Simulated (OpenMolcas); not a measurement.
## What dynamic correlation does to the levels of neutral chlorine

```yaml
Program: OpenMolcas 26.06
Basis: ANO-RCC [8s7p5d4f2g]
Scalar_Hamiltonian: DKH2, point nucleus
Active_space: 5 electrons in 9 orbitals (RAS2 3p; RAS3 3d 4s, at most 1 electron)
State_averaging: 2S+1 = 2 odd, 3 roots; 2S+1 = 4 even, 18 roots; 2S+1 = 2 even, 23 roots
Spin-orbit_coupling: state interaction with AMFI integrals over the reference wave functions, term energies averaged over their components
```

Methods on the same reference wave functions:
A. RASSCF
B. SS-RASPT2, IPEA 0.25 Eh, imaginary shift 0.1 Eh (closed shells correlated: 2s 2p 3s)
C. MS-RASPT2, IPEA 0.25 Eh, imaginary shift 0.1 Eh (closed shells correlated: 2s 2p 3s)

Energies in cm⁻¹ above 3s² 3p⁵ ²P°_3/2, the measured ground level; measured values from NIST Handbook of Basic Atomic Spectroscopic Data.

```csv
Level,A,B,C,Measured
3s² 3p⁵ ²P°_3/2,0.0,0.0,0.0,0.0
3s² 3p⁵ ²P°_1/2,825,825,825,882
3s² 3p⁴ 4s ⁴P_5/2,70425,62680,62670,71958
3s² 3p⁴ 4s ⁴P_3/2,70922,63170,63160,72489
3s² 3p⁴ 4s ⁴P_1/2,71236,63490,63490,72827
3s² 3p⁴ 4s ²P_3/2,74461,65280,65270,74226
3s² 3p⁴ 4s ²P_1/2,75078,65890,65880,74866
```

Deviations, from unrounded energies. A percentage is the sum of absolute deviations over the sum of measured energies, with the sign that they share, or ± where signs differ.

| Against measurement | Levels | A | B | C |
| --- | --- | --- | --- | --- |
| mean absolute deviation (cm-1) | 6 | 870 | 7700 | 7700 |
| fine structure of the ground term (%) | 1 | -6.5 | -6.5 | -6.5 |
| other configurations (%) | 5 | ±1.4 | -12.5 | -12.5 |

A lies closest to measurement on these levels and C furthest from it. The largest miss of A in the table is 3s² 3p⁴ 4s ⁴P_1/2, by -1600 cm-1. The ranking rests on the paired levels alone, and a cruder setting can come out closer through cancelling errors.

Between B and C the level of the table that moves most is 3s² 3p⁴ 4s ²P_3/2, by 14 cm-1 (lowest in C, highest in B). Moves below CASPT2's spread within the term are not significant.

The lowest spin-free term lies below A's lowest term by 0.293 hartree in B, 0.293 hartree in C.

ANO sets are built for valence states and can reach diffuse excited orbitals poorly, and with the s shell closed the s pⁿ⁺¹ terms that mix with these levels are absent. Without dynamic correlation excited terms often stand tens of per cent too high (terms of higher spin than the ground term too low), and those without a measured partner can miss by more than the paired ones (holds for A). Computed and measured levels are paired by configuration, term and J; levels that our copy of the source lacks, or whose pairing is in doubt (as where it misses far off the trend of its configuration), stay unpaired and out of the deviations. Only configurations of the active space appear. The table leaves out levels that lie high or whose names do not pair safely across all columns.

° marks odd parity.
